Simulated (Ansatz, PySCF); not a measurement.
Gas-phase reaction 2 R1 + R2 + 3 R3 → 5 P1 + P2, each structure at its B3LYP-D3(BJ)/def2-TZVP stationary point, reached from a drawn start (curvature not checked).
P1, H2 (SMILES [H][H]) (charge 0, multiplicity 1):
| atom | x (Å) | y (Å) | z (Å) |
|---|---|---|---|
| H | 0.0000 | 0.0000 | 0.3720 |
| H | 0.0000 | 0.0000 | -0.3720 |
R1: H2O (SMILES O), charge 0, multiplicity 1.
R2, HF (SMILES F) (charge 0, multiplicity 1):
```csv
atom,x (Å),y (Å),z (Å)
F,0.0000,0.0000,0.4622
H,0.0000,0.0000,-0.4622
```
R3: SiH4 (SMILES [SiH4]), charge 0, multiplicity 1.
P2, FH7O2Si3 (SMILES F[SiH](O[SiH3])O[SiH3]) (charge 0, multiplicity 1):
```tsv
atom	x (Å)	y (Å)	z (Å)
Si	2.2864	0.4582	-0.5865
O	1.3720	-0.1595	0.6309
Si	0.0666	-0.9377	1.1723
F	0.0317	-2.3878	0.5039
O	-1.2929	-0.1634	0.7783
Si	-2.3388	0.4486	-0.3314
H	3.0184	-0.6333	-1.2641
H	3.2438	1.4176	0.0013
H	1.4164	1.1521	-1.5625
H	0.1470	-1.0970	2.6215
H	-3.2201	1.4157	0.3544
H	-1.5842	1.1320	-1.4059
H	-3.1464	-0.6454	-0.9123
```

P less R. No zero-point or thermal terms. One arrangement of each flexible species, with no search for the lowest.

Frozen-core correlation throughout.

The values were computed with Ansatz (a first-principles code); PySCF for the D3/D4 terms. No computed number here is a measurement.

Question: Give the reaction energy at the level CAM-B3LYP-D4/def2-TZVPP.

Answer: -476 kJ/mol

Question: What reaction energy does CCSD(T)/cc-pV(T+d)Z give?

Answer: -473 kJ/mol

Question: Predict the reaction energy from B3LYP-D3(BJ)/def2-TZVPP.

Answer: -467 kJ/mol
